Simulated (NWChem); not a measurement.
# BNH3 cation

```xyz
5

B      0.0000     0.0000    -0.7758
N      0.0000     0.0000     0.5444
H      0.0000     0.0000    -1.9486
H      0.0000     0.8564     1.1079
H      0.0000    -0.8564     1.1079
```
Atoms are numbered in this order, from 1.

All runs: NWChem. Structure relaxed at the B3LYP/6-31G* (spherical d) level. GIAO values for the isolated, static molecule; σ is the absolute isotropic shielding, δ = σ(reference) − σ with the isolated reference molecule computed at the same levels (11B: boron trifluoride, 1H: tetramethylsilane, 15N: ammonia).

Question: Estimate the computed values for LDA (Slater exchange, VWN5)/pcSseg-1. Quantities: δ B1 (ppm); δ N2 (ppm); δ H3 (ppm); δ H4 (ppm).

Answer: 
```json
{
 "δ B1 (ppm)": "48.1",
 "δ N2 (ppm)": "110.2",
 "δ H3 (ppm)": "5.90",
 "δ H4 (ppm)": "6.86"
}
```
